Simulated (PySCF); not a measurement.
# Zinc: a sound run and one with changed settings

Sound run: Zn⁺ [Ar] 3d10 4s1, Zn²⁺ [Ar] 3d10. Calculation: PySCF 2.14, in x2c-SVPall; scalar relativity by spin-free X2C-1e. In the sound run the correlated levels freeze [Ar]. The sound run starts from symmetry-adapted Hartree-Fock orbitals and uses a fine grid where one is needed.

Changed run: all electrons correlated in a basis built for the valence shell.

```tsv
species	method	sound run (hartree)	changed run (hartree)	converged
Zn⁺	MP2	-1793.92119	-1793.98967	yes
Zn²⁺	MP2	-1793.28591	-1793.35338	yes
```

Ionisation energy of Zn⁺:

```csv
method,sound run (eV),changed run (eV)
UHF,16.838,16.838
MP2,17.287,17.314
SCS-MP2,17.225,17.248
```

A valence basis has no tight correlating functions, so it recovers only part of the core correlation, and not evenly between atom and ion.

For comparison, NIST gives 17.964 eV between the lowest levels.
